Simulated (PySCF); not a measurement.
A structure optimised at PBE-D3(BJ)/def2-SVP, used in a PySCF frequency run:

```xyz
13

C      2.4866     0.4973     0.2603
C      1.4113    -0.2867     0.4372
C      0.0476     0.2012     0.8611
C     -1.0195    -0.1034    -0.1526
C     -2.1055    -0.8763     0.0026
F     -0.7813     0.4970    -1.3411
H      2.4341     1.5877     0.4176
H      3.4580     0.0808    -0.0480
H      1.4939    -1.3746     0.2608
H     -0.2488    -0.2707     1.8216
H      0.0826     1.3003     1.0271
H     -2.2991    -1.3672     0.9651
H     -2.8126    -1.0219    -0.8259
```
Charge 0, spin multiplicity 1.

Question: Write its SMILES and formula.

Answer: C=CCC(=C)F, C5H7F

Question: What are its rotational constants (standard atomic weights)?

Answer: 7.6402, 2.1397, 1.8308 GHz
